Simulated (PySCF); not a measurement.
**PmH: one state, many levels of theory**

State: septet, about 5.0 electrons in the 4f shell (Mulliken), real f orbitals that mix terms. Set-up: PySCF, spin-free X2C with a Gaussian nucleus, basis sets Pm x2c-TZVPall, H x2c-TZVPall. De refers to Pm (4f5 6s2) + H in their high-spin ground configurations, without counterpoise correction. The functionals are run spin-unrestricted. A positive dipole means Pm(−)H(+).

```tsv
Level	Re (Å)	ωe (cm⁻¹)	De (eV)	μ (D)	CPU s a point (SCF and correlation, without the integrals)
UHF	2.212	1186	n/a	-3.08	5.6
UHF-MP2	2.093	1292	n/a	n/a	8.8
UHF-SCS-MP2	2.114	1273	n/a	n/a	n/a
PBE	2.103	1225	2.16	-3.21	6.7
BP86	2.106	1224	2.28	-3.26	4.5
r²SCAN	2.092	1260	2.50	-3.44	10
TPSSh	2.105	1258	2.44	-3.28	14
PBE0	2.117	1245	2.11	-3.34	12
ωB97X	2.146	1224	1.79	-3.42	25
```

Question: What does a quarter of exact exchange do here, going from PBE to PBE0?

Answer: PBE0 less PBE: +1.4 pm in Re, +1.6 % in ωe, -0.05 eV in De. Exact exchange removes part of the self-interaction that spreads semilocal densities, and in most molecules shortens and stiffens the bond and lowers De; here Re goes the other way.

Question: What does second-order correlation do here, going from UHF to UHF-MP2?

Answer: UHF-MP2 less UHF: -11.9 pm in Re, +8.9 % in ωe. Correlation nearly always deepens the well. The bond shortens, as in weak, metallic or heavy-atom bonds, where dispersion and the correlation of outer-core electrons pull the atoms together.

Correlated steps freeze 18 core orbitals. Spin–orbit coupling is left out, which matters for elements this heavy, above all for dissociation energies. Counting both spins, an empty level lies below a filled one in some of these solutions, because spin and occupation are held. With d or f electrons several states lie close, and the lowest PBE0 determinant need not be the measured ground state.

The whole job (state search and all levels along the bond) took about 14 min on 4 threads of Arm Neoverse V1 (shared host), peak memory 5.1 GiB.
